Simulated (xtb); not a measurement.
xtb input (GFN1-xTB):

```bash
xtb mol.xyz --gfn 1 --sp --chrg 1 --uhf 0
```
mol.xyz:
```
5

O     -0.00000000    -0.00000000    -1.91661473
B     -0.00000000    -0.00000000    -0.70071918
B      0.00000000     0.00000000     0.93800571
O      0.00000000     0.00000000     2.12915888
H     -0.00000000    -0.00000000    -2.88678583
```

End of the output:

```
         :::::::::::::::::::::::::::::::::::::::::::::::::::::
         ::                     SUMMARY                     ::
         :::::::::::::::::::::::::::::::::::::::::::::::::::::
         :: total energy             -12.333164260158 Eh    ::
         :: gradient norm              0.037968043295 Eh/a0 ::
         :: HOMO-LUMO gap              6.040976342289 eV    ::
         ::.................................................::
         :: SCC energy               -12.492574359286 Eh    ::
         :: -> electrostatic           0.186812508278 Eh    ::
         :: repulsion energy           0.160405143038 Eh    ::
         :: dispersion energy         -0.000995043910 Eh    ::
         :: halogen bond corr.         0.000000000000 Eh    ::
         :: add. restraining           0.000000000000 Eh    ::
         :: total charge               1.000000000000 e     ::
         :::::::::::::::::::::::::::::::::::::::::::::::::::::

           -------------------------------------------------
          |                Property Printout                |
           -------------------------------------------------

    * Orbital Energies and Occupations

         #    Occupation            Energy/Eh            Energy/eV
      -------------------------------------------------------------
         1        2.0000           -1.1191775             -30.4544
         2        2.0000           -0.9973692             -27.1398
         3        2.0000           -0.9850673             -26.8050
         4        2.0000           -0.8992860             -24.4708
         5        2.0000           -0.8992860             -24.4708
         6        2.0000           -0.8441446             -22.9703
         7        2.0000           -0.7855941             -21.3771
         8        2.0000           -0.7855941             -21.3771
         9        2.0000           -0.7704117             -20.9640 (HOMO)
        10                         -0.5484099             -14.9230 (LUMO)
        11                         -0.5484099             -14.9230
        12                         -0.3988570             -10.8535
        13                         -0.3513229              -9.5600
        14                         -0.3513229              -9.5600
        15                         -0.2603289              -7.0839
Note: The following floating-point exceptions are signalling: IEEE_DENORMAL
normal termination of xtb
        16                          0.0559158               1.5215
        17                          0.7181721              19.5425
        18                          1.2448856              33.8751
      -------------------------------------------------------------
                  HL-Gap            0.2220018 Eh            6.0410 eV
             Fermi-level           -0.6594108 Eh          -17.9435 eV

  Mulliken/CM5 charges         n(s)   n(p)   n(d)
     1O    -0.36501 -0.48338   1.630  4.735  0.000
     2B     0.63863  0.58542   1.032  1.330  0.000
     3B     0.54743  0.49993   0.881  1.571  0.000
     4O    -0.32809 -0.28070   1.710  4.618  0.000
     5H     0.50705  0.67873   0.493  0.000  0.000

Wiberg/Mayer (AO) data.
largest (>0.10) Wiberg bond orders for each atom

 ---------------------------------------------------------------------------
     #   Z sym  total        # sym  WBO       # sym  WBO       # sym  WBO
 ---------------------------------------------------------------------------
     1   8 O    2.502 --     2 B    1.780     5 H    0.702
     2   5 B    2.788 --     1 O    1.780     3 B    0.926
     3   5 B    3.269 --     4 O    2.324     2 B    0.926
     4   8 O    2.405 --     3 B    2.324
     5   1 H    0.741 --     1 O    0.702
 ---------------------------------------------------------------------------

Topologies differ in total number of bonds
Writing topology from bond orders to xtbtopo.mol

 dipole moment from electron density (au)
     X       Y       Z
   0.0000  -0.0000  -3.3298  total (Debye):    8.464

           -------------------------------------------------
          | TOTAL ENERGY              -12.333164260158 Eh   |
          | GRADIENT NORM               0.037968043295 Eh/α |
          | HOMO-LUMO GAP               6.040976342289 eV   |
           -------------------------------------------------

------------------------------------------------------------------------
------------------------------------------------------------------------
 total:
 SCF:
```

It need not be the lowest isomer of its formula.
